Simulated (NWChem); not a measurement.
System: CH7AlGe; SMILES [CH3][AlH][GeH3]

NWChem input:

```
start job
memory heap 200 mb stack 900 mb global 1100 mb
geometry units angstroms
  Al    -1.283100     0.375946    -0.528101
  Ge     0.734646    -0.575482     0.444288
  H      1.465754    -1.745946    -0.178558
  H      1.834007     0.470505     0.372902
  H      0.840243    -0.947117     1.904103
  H     -2.552898    -0.516631    -0.550958
  C     -1.349295     2.211144    -1.270970
  H     -1.120988     2.984659    -0.507025
  H     -2.349823     2.452364    -1.652486
  H     -0.647918     2.380510    -2.082127
end
basis spherical
  * library def2-svp
end
dft
  xc pbe0
  iterations 150
end
driver
  maxiter 120
end
task dft optimize
task dft freq
```

Parts of the log:

```
             Northwest Computational Chemistry Package (NWChem) 7.3.0
             --------------------------------------------------------

 C1  symmetry detected

                             Geometry "geometry" -> ""
                             -------------------------

 Output coordinates in angstroms (scale by  1.889725989 to convert to a.u.)

  No.       Tag          Charge          X              Y              Z
 ---- ---------------- ---------- -------------- -------------- --------------
    1 Al                  13.0000    -0.61876922     1.18866285    -0.00042531
    2 Ge                  32.0000     0.06509791    -1.14679861    -0.00027659
    3 H                    1.0000    -0.20448912    -2.07496161    -1.16572856
    4 H                    1.0000     1.58339447    -1.19617655     0.01052929
    5 H                    1.0000    -0.22168473    -2.08113642     1.15084969
    6 H                    1.0000    -2.14241535     1.48546161     0.00358296
    7 C                    6.0000     0.68117310     2.68342886    -0.00394171
    8 H                    1.0000     1.33680932     2.67526260     0.89279458
    9 H                    1.0000     0.17239909     3.65598369     0.00521964
   10 H                    1.0000     1.34981438     2.67993219    -0.85921758

 Effective nuclear repulsion energy (a.u.)     221.2474127196

                                Z-matrix (autoz)
                                --------

 Units are Angstrom for bonds and degrees for angles

[...]

      ----------------------
      Optimization converged
      ----------------------

  Step       Energy      Delta E   Gmax     Grms     Xrms     Xmax
  ---- ---------------- -------- -------- -------- -------- --------
@   10   -2360.93859346 -3.6D-08  0.00002  0.00001  0.00033  0.00097
                                     ok       ok       ok       ok

                                Z-matrix (autoz)
                                --------

 Units are Angstrom for bonds and degrees for angles

[...]

 Rotational Constants
 --------------------
 A=   0.508838 cm-1  (  0.732088 K)
 B=   0.063288 cm-1  (  0.091055 K)
 C=   0.058081 cm-1  (  0.083564 K)

 Temperature                      =   298.15K
 frequency scaling parameter      =   1.0000

 Zero-Point correction to Energy  =   40.547 kcal/mol  (  0.064615 au)
 Thermal correction to Energy     =   44.150 kcal/mol  (  0.070357 au)
 Thermal correction to Enthalpy   =   44.742 kcal/mol  (  0.071301 au)

 Total Entropy                    =   76.395 cal/mol-K
   - Translational                =   40.242 cal/mol-K (mol. weight = 119.9582)
   - Rotational                   =   26.247 cal/mol-K (symmetry #  =        1)
   - Vibrational                  =    9.906 cal/mol-K

 Cv (constant volume heat capacity) =   19.973 cal/mol-K
   - Translational                  =    2.979 cal/mol-K
   - Rotational                     =    2.979 cal/mol-K
   - Vibrational                    =   14.014 cal/mol-K

[normal modes left out]

 ----------------------------------------------------------------------------
 Normal Eigenvalue ||           Projected Infra Red Intensities
  Mode   [cm**-1]  || [atomic units] [(debye/angs)**2] [(KM/mol)] [arbitrary]
 ------ ---------- || -------------- ----------------- ---------- -----------
    1      -35.553 ||    0.000027           0.001         0.026       0.006
    2      -19.823 ||    0.000007           0.000         0.007       0.002
    3       -0.000 ||    0.000044           0.001         0.043       0.009
    4       -0.000 ||    0.000177           0.004         0.172       0.038
    5       -0.000 ||    0.000041           0.001         0.040       0.009
    6       -0.000 ||    0.000377           0.009         0.367       0.081
    7       -0.000 ||    0.000077           0.002         0.075       0.017
    8        0.000 ||    0.000004           0.000         0.004       0.001
    9      118.876 ||    0.003304           0.076         3.221       0.713
   10      303.874 ||    0.003438           0.079         3.351       0.741
   11      307.385 ||    0.050009           1.154        48.751      10.786
   12      391.548 ||    0.018347           0.423        17.886       3.957
   13      401.959 ||    0.002487           0.057         2.424       0.536
   14      582.851 ||    0.038378           0.885        37.412       8.277
   15      642.114 ||    0.042564           0.982        41.493       9.180
   16      648.921 ||    0.065143           1.503        63.505      14.050
   17      739.249 ||    0.446029          10.290       434.811      96.201
   18      805.836 ||    0.024290           0.560        23.679       5.239
   19      888.694 ||    0.034150           0.788        33.291       7.366
   20      890.978 ||    0.039631           0.914        38.634       8.548
   21     1207.911 ||    0.024242           0.559        23.632       5.229
   22     1415.656 ||    0.001237           0.029         1.206       0.267
   23     1418.770 ||    0.006448           0.149         6.286       1.391
   24     1907.507 ||    0.232372           5.361       226.528      50.119
   25     2119.956 ||    0.094835           2.188        92.450      20.454
   26     2122.654 ||    0.125359           2.892       122.207      27.038
   27     2131.323 ||    0.130746           3.016       127.457      28.200
   28     3040.624 ||    0.001388           0.032         1.353       0.299
   29     3129.978 ||    0.002449           0.057         2.388       0.528
   30     3159.623 ||    0.003332           0.077         3.248       0.719
 ----------------------------------------------------------------------------

 ===============================================================================
      Negative Nuclear Hessian Mode    1  Eigenvalue =    -35.55 cm**(-1)
 -------------------------------------------------------------------------------
   Raw step length:  0.522 angstroms ;  The Raw step for this mode is:
    1 Al                  13.0000    -0.00027206     0.00001301    -0.01179556
    2 Ge                  32.0000     0.00004972     0.00008107     0.00383529
    3 H                    1.0000     0.04577089     0.00701476    -0.01870409
    4 H                    1.0000    -0.00050590    -0.00004782     0.06048211
    5 H                    1.0000    -0.04492757    -0.00675690    -0.01975285
    6 H                    1.0000    -0.00036312    -0.00017659    -0.07824229
    7 C                    6.0000     0.00013756    -0.00033922     0.01012413
    8 H                    1.0000     0.20723098    -0.15366166    -0.15266703
    9 H                    1.0000    -0.00102637     0.00112887     0.27984263
   10 H                    1.0000    -0.20417973     0.15024396    -0.15702387

  Geometry after  100.0% step for mode  1; Step length =  0.522 angstroms
   Maximum component (any atom: x,y, or z) displacement:  0.529
    1 Al                  13.0000    -0.60414197     1.18322973    -0.00729319
    2 Ge                  32.0000     0.20322964    -1.16582472     0.00372439
    3 H                    1.0000    -0.24779869    -1.93313913    -1.26151744
    4 H                    1.0000     1.74086727    -1.30329165     0.07513081
    5 H                    1.0000    -0.36424593    -1.96258143     1.20210280
    6 H                    1.0000    -2.18071457     1.43120374    -0.07223390
    7 C                    6.0000     0.65570196     2.68208661     0.01659109
    8 H                    1.0000     1.51957586     2.48618568     0.74036120
    9 H                    1.0000     0.15873418     3.66656960     0.27873694
   10 H                    1.0000     1.12203646     2.78271963    -1.02611780

  Geometry after -100.0% step for mode  1; Step length =  0.522 angstroms
   Maximum component (any atom: x,y, or z) displacement:  0.529
    1 Al                  13.0000    -0.60359784     1.18320371     0.01629792
    2 Ge                  32.0000     0.20313021    -1.16598685    -0.00394618
    3 H                    1.0000    -0.33934046    -1.94716864    -1.22410926
    4 H                    1.0000     1.74187907    -1.30319601    -0.04583341
    5 H                    1.0000    -0.27439079    -1.94906763     1.24160851
    6 H                    1.0000    -2.17998833     1.43155693     0.08425068
    7 C                    6.0000     0.65542684     2.68276505    -0.00365717
    8 H                    1.0000     1.10511391     2.79350901     1.04569525
    9 H                    1.0000     0.16078692     3.66431185    -0.28094833
   10 H                    1.0000     1.53039592     2.48223171    -0.71207006

  Geometry after   50.0% step for mode  1; Step length =  0.261 angstroms
   Maximum component (any atom: x,y, or z) displacement:  0.264
    1 Al                  13.0000    -0.60400594     1.18322322    -0.00139542
    2 Ge                  32.0000     0.20320478    -1.16586525     0.00180675
    3 H                    1.0000    -0.27068413    -1.93664651    -1.25216539
    4 H                    1.0000     1.74112022    -1.30326774     0.04488975
    5 H                    1.0000    -0.34178214    -1.95920298     1.21197923
    6 H                    1.0000    -2.18053301     1.43129204    -0.03311276
    7 C                    6.0000     0.65563318     2.68225622     0.01152902
    8 H                    1.0000     1.41596038     2.56301651     0.81669471
    9 H                    1.0000     0.15924737     3.66600516     0.13881562
   10 H                    1.0000     1.22412633     2.70759765    -0.94760587

  Geometry after  -50.0% step for mode  1; Step length =  0.261 angstroms
   Maximum component (any atom: x,y, or z) displacement:  0.264
    1 Al                  13.0000    -0.60373387     1.18321021     0.01040014
    2 Ge                  32.0000     0.20315507    -1.16594632    -0.00202854
    3 H                    1.0000    -0.31645502    -1.94366126    -1.23346130
    4 H                    1.0000     1.74162612    -1.30321992    -0.01559235
    5 H                    1.0000    -0.29685457    -1.95244608     1.23173208
    6 H                    1.0000    -2.18016989     1.43146863     0.04512953
    7 C                    6.0000     0.65549562     2.68259544     0.00140490
    8 H                    1.0000     1.20872940     2.71667818     0.96936173
    9 H                    1.0000     0.16027374     3.66487629    -0.14102701
   10 H                    1.0000     1.42830606     2.55735369    -0.79058200

  Geometry after   37.8% step for mode  1; Step length =  0.197 angstroms
   Maximum component (any atom: x,y, or z) displacement:  0.200
    1 Al                  13.0000    -0.60397280     1.18322164     0.00004133
    2 Ge                  32.0000     0.20319873    -1.16587513     0.00133959
    3 H                    1.0000    -0.27625919    -1.93750093    -1.24988717
    4 H                    1.0000     1.74118184    -1.30326192     0.03752281
    5 H                    1.0000    -0.33630980    -1.95837996     1.21438520
    6 H                    1.0000    -2.18048878     1.43131355    -0.02358256
    7 C                    6.0000     0.65561643     2.68229754     0.01029587
    8 H                    1.0000     1.39071888     2.58173307     0.83529012
    9 H                    1.0000     0.15937238     3.66586766     0.10472976
   10 H                    1.0000     1.24899617     2.68929738    -0.92847978

  Geometry after  -37.8% step for mode  1; Step length =  0.197 angstroms
   Maximum component (any atom: x,y, or z) displacement:  0.200
    1 Al                  13.0000    -0.60376701     1.18321180     0.00896340
    2 Ge                  32.0000     0.20316112    -1.16593645    -0.00156139
    3 H                    1.0000    -0.31087995    -1.94280684    -1.23573953
    4 H                    1.0000     1.74156450    -1.30322575    -0.00822541
    5 H                    1.0000    -0.30232691    -1.95326910     1.22932611
    6 H                    1.0000    -2.18021412     1.43144712     0.03559933
    7 C                    6.0000     0.65551237     2.68255413     0.00263805
    8 H                    1.0000     1.23397090     2.69796162     0.95076633
    9 H                    1.0000     0.16014872     3.66501379    -0.10694114
   10 H                    1.0000     1.40343621     2.57565396    -0.80970808

  Geometry after   18.9% step for mode  1; Step length =  0.099 angstroms
   Maximum component (any atom: x,y, or z) displacement:  0.100
    1 Al                  13.0000    -0.60392135     1.18321918     0.00227185
    2 Ge                  32.0000     0.20318933    -1.16589046     0.00061435
    3 H                    1.0000    -0.28491438    -1.93882741    -1.24635026
    4 H                    1.0000     1.74127751    -1.30325288     0.02608575
    5 H                    1.0000    -0.32781408    -1.95710225     1.21812043
    6 H                    1.0000    -2.18042011     1.43134694    -0.00878709
    7 C                    6.0000     0.65559041     2.68236169     0.00838141
    8 H                    1.0000     1.35153188     2.61079021     0.86415917
    9 H                    1.0000     0.15956647     3.66565419     0.05181203
   10 H                    1.0000     1.28760618     2.66088652    -0.89878685

  Geometry after  -18.9% step for mode  1; Step length =  0.099 angstroms
   Maximum component (any atom: x,y, or z) displacement:  0.100
    1 Al                  13.0000    -0.60381846     1.18321426     0.00673288
    2 Ge                  32.0000     0.20317052    -1.16592112    -0.00083614
    3 H                    1.0000    -0.30222476    -1.94148036    -1.23927644
    4 H                    1.0000     1.74146884    -1.30323479     0.00321165
    5 H                    1.0000    -0.31082264    -1.95454681     1.22559088
    6 H                    1.0000    -2.18028278     1.43141373     0.02080386
    7 C                    6.0000     0.65553839     2.68248998     0.00455251
    8 H                    1.0000     1.27315789     2.66890448     0.92189727
    9 H                    1.0000     0.15995464     3.66522726    -0.05402342
   10 H                    1.0000     1.36482620     2.60406481    -0.83940101

 ===============================================================================
      Negative Nuclear Hessian Mode    2  Eigenvalue =    -19.82 cm**(-1)
 -------------------------------------------------------------------------------
   Raw step length:  0.494 angstroms ;  The Raw step for this mode is:
    1 Al                  13.0000    -0.00014870    -0.00005846     0.02683822
    2 Ge                  32.0000     0.00000454     0.00004652    -0.00197002
    3 H                    1.0000     0.21510698     0.10740560    -0.15604410
    4 H                    1.0000    -0.00243065    -0.00093382     0.24400700
    5 H                    1.0000    -0.21107332    -0.10562102    -0.16176858
    6 H                    1.0000    -0.00002779     0.00030806     0.08839643
    7 C                    6.0000     0.00013895    -0.00020927    -0.03745047
    8 H                    1.0000    -0.00147064     0.03407884    -0.03433855
    9 H                    1.0000     0.00022170    -0.00044687    -0.07428983
   10 H                    1.0000     0.00166767    -0.03414582    -0.03406304

  Geometry after  100.0% step for mode  2; Step length =  0.494 angstroms
   Maximum component (any atom: x,y, or z) displacement:  0.461
    1 Al                  13.0000    -0.60401861     1.18315826     0.03134058
    2 Ge                  32.0000     0.20318446    -1.16585927    -0.00208092
    3 H                    1.0000    -0.07846259    -1.83274828    -1.39885745
    4 H                    1.0000     1.73894252    -1.30417765     0.25865570
    5 H                    1.0000    -0.53039168    -2.06144555     1.06008707
    6 H                    1.0000    -2.18037924     1.43168839     0.09440482
    7 C                    6.0000     0.65570335     2.68221657    -0.03098351
    8 H                    1.0000     1.31087425     2.67392618     0.85868967
    9 H                    1.0000     0.15998225     3.66499386    -0.07539553
   10 H                    1.0000     1.32788387     2.59832985    -0.90315698

  Geometry after -100.0% step for mode  2; Step length =  0.494 angstroms
   Maximum component (any atom: x,y, or z) displacement:  0.461
    1 Al                  13.0000    -0.60372120     1.18327518    -0.02233585
    2 Ge                  32.0000     0.20317539    -1.16595230     0.00185912
    3 H                    1.0000    -0.50867656    -2.04755948    -1.08676925
    4 H                    1.0000     1.74380382    -1.30231002    -0.22935830
    5 H                    1.0000    -0.10824503    -1.85020351     1.38362423
    6 H                    1.0000    -2.18032366     1.43107228    -0.08238804
    7 C                    6.0000     0.65542545     2.68263510     0.04391743
    8 H                    1.0000     1.31381552     2.60576851     0.92736678
    9 H                    1.0000     0.15953886     3.66588760     0.07318414
   10 H                    1.0000     1.32454852     2.66662148    -0.83503089

  Geometry after   50.0% step for mode  2; Step length =  0.247 angstroms
   Maximum component (any atom: x,y, or z) displacement:  0.231
    1 Al                  13.0000    -0.60394426     1.18318749     0.01792147
    2 Ge                  32.0000     0.20318219    -1.16588253    -0.00109591
    3 H                    1.0000    -0.18601608    -1.88645108    -1.32083540
    4 H                    1.0000     1.74015785    -1.30371074     0.13665220
    5 H                    1.0000    -0.42485502    -2.00863504     1.14097136
    6 H                    1.0000    -2.18036534     1.43153436     0.05020660
    7 C                    6.0000     0.65563388     2.68232120    -0.01225827
    8 H                    1.0000     1.31160957     2.65688676     0.87585895
    9 H                    1.0000     0.15987140     3.66521729    -0.03825061
   10 H                    1.0000     1.32705003     2.61540276    -0.88612545

  Geometry after  -50.0% step for mode  2; Step length =  0.247 angstroms
   Maximum component (any atom: x,y, or z) displacement:  0.231
    1 Al                  13.0000    -0.60379555     1.18324595    -0.00891675
    2 Ge                  32.0000     0.20317766    -1.16592905     0.00087411
    3 H                    1.0000    -0.40112307    -1.99385668    -1.16479130
    4 H                    1.0000     1.74258849    -1.30277693    -0.10735480
    5 H                    1.0000    -0.21378170    -1.90301402     1.30273994
    6 H                    1.0000    -2.18033755     1.43122631    -0.03818983
    7 C                    6.0000     0.65549492     2.68253047     0.02519219
    8 H                    1.0000     1.31308021     2.62280793     0.91019750
    9 H                    1.0000     0.15964970     3.66566416     0.03603922
   10 H                    1.0000     1.32538236     2.64954858    -0.85206241

  Geometry after   43.4% step for mode  2; Step length =  0.214 angstroms
   Maximum component (any atom: x,y, or z) displacement:  0.200
    1 Al                  13.0000    -0.60393440     1.18319136     0.01614316
    2 Ge                  32.0000     0.20318189    -1.16588561    -0.00096537
    3 H                    1.0000    -0.20026920    -1.89356784    -1.31049582
    4 H                    1.0000     1.74031890    -1.30364887     0.12048415
    5 H                    1.0000    -0.41086917    -2.00163653     1.15169025
    6 H                    1.0000    -2.18036350     1.43151395     0.04434940
    7 C                    6.0000     0.65562467     2.68233507    -0.00977678
    8 H                    1.0000     1.31170701     2.65462868     0.87813424
    9 H                    1.0000     0.15985671     3.66524690    -0.03332812
   10 H                    1.0000     1.32693953     2.61766528    -0.88386842

  Geometry after  -43.4% step for mode  2; Step length =  0.214 angstroms
   Maximum component (any atom: x,y, or z) displacement:  0.200
    1 Al                  13.0000    -0.60380541     1.18324207    -0.00713843
    2 Ge                  32.0000     0.20317796    -1.16592596     0.00074358
    3 H                    1.0000    -0.38686995    -1.98673992    -1.17513087
    4 H                    1.0000     1.74242744    -1.30283880    -0.09118675
    5 H                    1.0000    -0.22776754    -1.91001253     1.29202106
    6 H                    1.0000    -2.18033939     1.43124672    -0.03233263
    7 C                    6.0000     0.65550413     2.68251660     0.02271070
    8 H                    1.0000     1.31298276     2.62506601     0.90792221
    9 H                    1.0000     0.15966439     3.66563455     0.03111673
   10 H                    1.0000     1.32549286     2.64728605    -0.85431945

  Geometry after   21.7% step for mode  2; Step length =  0.107 angstroms
   Maximum component (any atom: x,y, or z) displacement:  0.100
    1 Al                  13.0000    -0.60390215     1.18320404     0.01032276
    2 Ge                  32.0000     0.20318091    -1.16589570    -0.00053814
    3 H                    1.0000    -0.24691939    -1.91686086    -1.27665459
    4 H                    1.0000     1.74084604    -1.30344635     0.06756642
    5 H                    1.0000    -0.36509376    -1.97873053     1.18677295
    6 H                    1.0000    -2.18035747     1.43144714     0.02517890
    7 C                    6.0000     0.65559454     2.68238045    -0.00165491
    8 H                    1.0000     1.31202595     2.64723801     0.88558123
    9 H                    1.0000     0.15980863     3.66534381    -0.01721691
   10 H                    1.0000     1.32657786     2.62507048    -0.87648117

  Geometry after  -21.7% step for mode  2; Step length =  0.107 angstroms
   Maximum component (any atom: x,y, or z) displacement:  0.100
    1 Al                  13.0000    -0.60383766     1.18322940    -0.00131803
    2 Ge                  32.0000     0.20317894    -1.16591588     0.00031634
    3 H                    1.0000    -0.34021976    -1.96344690    -1.20897211
    4 H                    1.0000     1.74190030    -1.30304132    -0.03826902
    5 H                    1.0000    -0.27354295    -1.93291853     1.25693836
    6 H                    1.0000    -2.18034542     1.43131353    -0.01316212
    7 C                    6.0000     0.65553427     2.68247122     0.01458883
    8 H                    1.0000     1.31266382     2.63245668     0.90047521
    9 H                    1.0000     0.15971247     3.66553764     0.01500552
   10 H                    1.0000     1.32585452     2.63988086    -0.86170669
```

Level: PBE0/def2-SVP. The optimisation ended at a saddle point (imaginary frequency).
